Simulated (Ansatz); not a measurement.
Molecule: MgCl, charge 1, multiplicity 1. 
Structure (B3LYP-D3(BJ)/def2-TZVP (Ansatz, an electronic-structure program) minimum search):
SMILES: [Mg+][Cl]
```xyz
2

Mg     0.0000     0.0000    -1.2414
Cl     0.0000     0.0000     0.8763
```
Charge +1, spin multiplicity 1.

Basis-set convergence of Hartree-Fock and CCSD correlation energies (hartree) with Ansatz. Valence correlation only, unless marked. Spin-orbit coupling is left out. Non-relativistic.

| basis | functions | E(HF) | E(corr, CCSD) |
|---|---|---|---|
| def2-SVP | 36 | -658.68079 | -0.15841 |
| def2-TZVPP | 74 | -658.91075 | -0.22073 |
| def2-QZVPP | 133 | -658.93386 | -0.24139 |

Extrapolating the two largest sets (X = 3 and 4) as X^-3: E(corr) = (64·(-0.24139) - 27·(-0.22073))/37 = -0.2565 Eh, an estimate of the basis-set limit. The largest set recovers 94.1 % of it, the smallest 61.8 %.
